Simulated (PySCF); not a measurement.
PySCF 2.14 output of an unrestricted r2SCANh calculation on a single atom or ion in aug-cc-pVTZ-PP with ECP60MDF (6s5p4d2f, 55 functions), with a scalar-relativistic core potential:

```
SCF conv_tol = 1e-09
number electrons alpha = 11  beta = 10
    M. Bursch, H. Neugebauer, S. Ehlert, and S. Grimme.,  J. Chem. Phys. 156, 134105 (2022)
cycle= 1 E= -213.788470387661  delta_E= -0.00719  |g|= 0.00823  |ddm|= 0.474
cycle= 2 E= -213.788524268237  delta_E= -5.39e-05  |g|= 0.00156  |ddm|= 0.0324
cycle= 3 E= -213.788525566836  delta_E= -1.3e-06  |g|= 0.000805  |ddm|= 0.00637
cycle= 4 E= -213.788525754752  delta_E= -1.88e-07  |g|= 3.79e-05  |ddm|= 0.00166
cycle= 5 E= -213.788525755902  delta_E= -1.15e-09  |g|= 1.87e-06  |ddm|= 0.000154
cycle= 6 E= -213.788525755906  delta_E= -4.09e-12  |g|= 2.08e-07  |ddm|= 9.81e-06
converged SCF energy = -213.788525755906  <S^2> = 0.75289173  2S+1 = 2.0028896
```

The run itself started from symmetry-adapted Hartree-Fock orbitals and held the occupation by maximum overlap, on a logarithmic radial grid, so the iterations belong to that start.

Q: Which element, charge and spin multiplicity is this?

A: Bi²⁺ (bismuth, charge +2), multiplicity 2; the state was [Xe] 4f14 5d10 6s2 6p1, 2P determinant.

Energies and moments cover only the electrons outside the core potential. Spin-orbit coupling, absent here, splits the open shell strongly.
